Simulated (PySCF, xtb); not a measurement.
C5H4BF, SMILES C#C[C@@H]1C=CB1F.

xtb with GFN2-xTB at its own geometry gives an orbital gap of 3.33 eV and a dipole moment of 1.74 D.

Geometry optimised at B3LYP-D3(BJ)/def2-SVP. The structure was generated by enumeration; whether it is a known compound was not checked.

Task: What does B3LYP/def2-TZVP run with PySCF give? (Estimate from the structure and the level; the computed values follow.)

Result: gap 5.49 eV (levels -7.16 and -1.68 eV), dipole 1.85 D.
